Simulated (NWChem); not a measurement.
# ZnCl cation; SMILES [Zn+][Cl]

```xyz
2

Zn     0.0000     0.0000    -0.7549
Cl     0.0000     0.0000     1.3150
```
Atoms are numbered in this order, from 1.

Geometry: optimised at PBE0/def2-SVP.

Q: Give the principal values of the shielding tensors (ppm) of Zn1, Cl2 from B3LYP/6-31G* (spherical d), GIAO (NWChem), with their diamagnetic and paramagnetic parts as GIAO splits them.

A: 
| atom | σ11 | σ22 | σ33 | isotropic | diamagnetic | paramagnetic |
|---|---|---|---|---|---|---|
| Zn1 | 2405.2 | 2405.2 | 2521.2 | 2443.9 | 2513.9 | -70.0 |
| Cl2 | 290.4 | 290.4 | 1153.3 | 578.0 | 1144.6 | -566.5 |
